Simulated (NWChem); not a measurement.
[Zn]([SeH])[OH] (ZnH2SeO), optimised at PBE0/def2-SVP with NWChem:

| Item | Value |
|---|---|
| highest occupied level (eV) | -6.88 |
| orbital gap (eV) | 6.06 |
| dipole (D) | 1.57 |
| highest harmonic frequency (cm⁻¹) | 3916 |
| zero-point energy (kcal/mol) | 12.9 |

All stand in one matching conformer (torsions within 35°), which need not be the lowest. This build's default masses of Se (78.918 u) and Br (79.917 u) are each other's, which moves their modes by up to 0.6 %.

One Zn atom is replaced by Mg, giving [OH][Mg][SeH] (MgH₂SeO), optimised at the same level. How do these values move?


| quantity | new value | change |
|---|---|---|
| highest occupied level (eV) | -6.70 | +0.18 |
| orbital gap (eV) | 5.51 | -0.55 |
| dipole (D) | 1.58 | +0.01 |
| highest harmonic frequency (cm⁻¹) | 4104 | +188 |
| zero-point energy (kcal/mol) | 12.4 | -0.5 |
